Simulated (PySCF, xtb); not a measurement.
**Relaxing a trial structure of HInOSe**

The starting geometry of this gas-phase singlet was built from a drawn formula by distance geometry and a force field; its bonds are those of `O=[SeH][In]`.

| atom | x (Å) | y (Å) | z (Å) |
| --- | --- | --- | --- |
| In | -0.4009 | 0.4386 | -1.5305 |
| O | -2.8192 | -0.3313 | 0.8490 |
| Se | -1.8182 | -0.9609 | -0.3171 |
| H | -1.7276 | -2.2463 | 0.4440 |

Task: Predict what becomes of its bonds when it is optimised with r2SCAN-D4/def2-SVP.

Result: A new bond forms, giving a structure given below by its coordinates. Distances that change by over a tenth: In1–Se3 (2.33 → 2.96 Å). Contacts that close: In1–O2 (3.48 → 2.13 Å).

The energy falls by 2.98 eV over 56 steps:

```
step  E − E(last) (eV)
   1             2.985
   7             1.590
  13             1.397
  19             1.051
  25             0.108
  32             0.005
  38             0.002
  44             0.001
  50             0.000
  56             0.000
```

Final geometry (Å):

```xyz
4

In   -1.0838   -0.0571   -1.5667
O    -2.7225   -0.7247   -0.3841
Se   -2.9067   -2.3539   -1.1423
H    -2.0247   -3.1535   -0.2459
```

From the same start GFN2-xTB reaches the same bonding as this run.

The end wasn't checked by frequencies. Atoms past krypton carry core potentials, without spin–orbit terms. Run with PySCF 2.14.0, 5.3 min on 2 threads of Arm Neoverse V1 (shared host).
